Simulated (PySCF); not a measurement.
## Electronic structure of Pd³⁺ (palladium, charge +3) at the UHF level

Configuration: [Kr] 4d7, high-spin 4F determinant. All numbers are calculated (PySCF 2.14, the spin-free X2C one-electron Hamiltonian (Gaussian nucleus), in x2c-SVPall).

```
Total energy                        : -5040.247632 hartree
One-electron energy                 : -6892.1903 hartree
Hartree (Coulomb) energy            : 1993.8326 hartree
Exchange energy                     : -141.8899 hartree
⟨S²⟩                                : 3.7529
⟨L²⟩                                : 12.035
Sum of ⟨r⟩                          : 24.79 bohr
Sum of ⟨r²⟩                         : 26.09 bohr²
Langevin diamagnetic susceptibility : -20.7 ×10⁻⁶ cm³/mol
Time after the integrals            : 0.23 s of wall time on 1 thread of Neoverse-V1 (shared host)
```

| shell | electrons | mean orbital energy (eV) | spread (eV) | rms radius, mean of both spins (bohr) |
| --- | --- | --- | --- | --- |
| 1s α | 1 | -24516.1 | 0 | 0.0366 |
| 1s β | 1 | -24516.1 | 0 | 0.0366 |
| 2s α | 1 | -3700.0 | 0 | 0.150 |
| 2s β | 1 | -3698.9 | 0 | 0.150 |
| 2p α | 3 | -3317.5 | 0 | 0.133 |
| 2p β | 3 | -3316.4 | 0 | 0.133 |
| 3s α | 1 | -738.08 | 0 | 0.403 |
| 3s β | 1 | -737.50 | 0 | 0.403 |
| 3p α | 3 | -608.67 | 0 | 0.406 |
| 3p β | 3 | -607.98 | 0 | 0.406 |
| 3d α | 5 | -403.14 | 0.356 | 0.389 |
| 3d β | 5 | -401.65 | 1.352 | 0.389 |
| 4s α | 1 | -148.97 | 0 | 1.01 |
| 4s β | 1 | -142.99 | 0 | 1.01 |
| 4p α | 3 | -109.61 | 0 | 1.10 |
| 4p β | 3 | -102.17 | 0 | 1.10 |
| 4d α | 5 | -50.608 | 1.204 | 1.41 |
| 4d β | 2 | -47.798 | 0 | 1.41 |

Densities and radii are taken from the X2C orbitals without a picture-change correction, which distorts them close to the nucleus.
